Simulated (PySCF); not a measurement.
Work out the structure from these simulated measurements.

Formula: C6H9BO2.

| Quantity | Value |
| --- | --- |
| NMR, other nuclei | isotropic shieldings of nuclei other than C and H, by class: 96 (1 B), 56 (1 O), 58 (1 O) ppm [GIAO PBE0/pcSseg-1] |
| Rotational structure | rotational constants A, B, C: 4.061, 1.064, 0.910 GHz [PBE0-D3(BJ)/def2-SVP] |
| Polarisability | 90.9 au [CAM-B3LYP/def2-SVPD] |
| Valence photoelectron | vertical ionisation energy: 8.45 eV [ΔSCF CAM-B3LYP/def2-SVPD] |
| 13C NMR | chemical shifts (computed TMS as zero) by class: 185.1 (1 C), 181.5 (1 C), 113.4 (1 C), 9.1 (2 C), 8.8 (1 C) ppm [GIAO PBE0/pcSseg-1] |
| UV, first state | lowest singlet excitation: 3.35 eV (370 nm, f = 0.039) [TDDFT CAM-B3LYP/def2-SVPD] |

Gas-phase values; electronic properties from PySCF, density fitting. Levels stand in brackets. Geometry: PBE0-D3(BJ)/def2-SVP, one conformer, isolated molecule. Each NMR value is the plain mean over a class of atoms that symmetry, rotation or inversion makes alike.

**Question.** Propose a structure and show how it fits.

**Answer.** Numbering: `[BH2-:1]1[O:2][CH:3]=[C:4]([CH:5]2[CH2:6][CH2:7]2)[CH:8]=[O+:9]1`. 6 carbons fall into 5 classes; from least to most shielded: vinylic carbon bearing oxygen [C3] (185.1 ppm), carbon bonded to C, O and H [C8] (181.5 ppm), fully substituted alkene carbon [C4] (113.4 ppm), three-membered-ring carbon [C6/C7] (9.1 ppm, 2 C), allylic carbon [C5] (8.8 ppm). The other shieldings belong to: 96 ppm, four-coordinate boron [B1]; 56 ppm, oxygen bonded to B and C [O9]; 58 ppm, boron-bound oxygen [O2]. S1 is mainly HOMO→LUMO (weight 0.98); the largest Löwdin shares of the orbital it empties are 0.20 on the fully substituted alkene carbon, 0.14 on the boron-bound oxygen, 0.14 on the oxygen bonded to B and C and 0.10 on the four-coordinate boron, of the orbital it fills 0.26 on the carbon bonded to C, O and H, 0.24 on the vinylic carbon bearing oxygen, 0.15 on the oxygen bonded to B and C and 0.14 on the boron-bound oxygen. By its constants the optimised geometry is an asymmetric top. Structure: `[BH2-]1OC=C(C2CC2)C=[O+]1`. Computed isomers that give other values at the same levels: `C#CB1OCC[C@@H](C)O1` (lowest singlet excitation: 5.58 eV (222 nm, f = 0.000)); `[BH2-]1OC=CC(C2CC2)=[O+]1` (13C chemical shifts (computed TMS as zero) by class: 201.4 (1 C), 182.9 (1 C), 105.7 (1 C), 20.2 (1 C), 15.6 (2 C) ppm). The assignments are read from this structure; whether some other isomer fits the data as well wasn't checked.

Shape of the structure used: `[BH2-:1]1[O:2][CH:3]=[C:4]([CH:5]2[CH2:6][CH2:7]2)[CH:8]=[O+:9]1`: C3–C4–C5–C6 145°.
